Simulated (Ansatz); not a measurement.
Reaction: H2GeOBr (SMILES [O][GeH2][Br], doublet) → H2GeOBr (SMILES [OH][GeH][Br], doublet)
Each species at its own B3LYP-D3(BJ)/def2-TZVP minimum (Ansatz, a first-principles code), one conformer.

Total energies in hartree (Ansatz). Radicals and triplets start from unrestricted determinants; spin-orbit coupling is neglected. Cores are frozen in correlated methods (noble-gas shells, and filled d and f shells in the p block). No relativity. Spin-orbit terms, left out, reach several kcal/mol for Br and I, and more for heavier atoms.

```tsv
species	HF/cc-pVTZ	CCSD(T)/cc-pVTZ	HF/cc-pVQZ	CCSD(T)/cc-pVQZ	CCSD(T)/cc-pVDZ	CCSDT(Q)/cc-pVDZ
1: H2GeOBr (SMILES [Br][GeH2][O], doublet)	-4723.93955	-4724.45768	-4723.95289	-4724.51437	-4724.15130	-4724.15322
2: H2GeOBr (SMILES [Br][GeH][OH], doublet)	-4723.96732	-4724.51356	-4723.98112	-4724.57193	-4724.20002	-4724.20210
```

Work out the isomerisation energy (electronic) in kcal/mol: take Hartree-Fock from cc-pVQZ, extrapolate the CCSD(T) correlation energy as X^-3 (X = 3, 4), and add CCSDT(Q) - CCSD(T) in cc-pVDZ. 1 hartree = 627.51 kcal/mol.


Species 1: correlation (64·(-0.56148) - 27·(-0.51813))/37 = -0.59311; step -0.00192; E1 = -4723.95289 + (-0.59311) + (-0.00192) = -4724.54792
Species 2: correlation (64·(-0.59081) - 27·(-0.54624))/37 = -0.62333; step -0.00208; E2 = -4723.98112 + (-0.62333) + (-0.00208) = -4724.60653
-1·E1 +1·E2 = -0.05861 hartree = -36.8 kcal/mol.
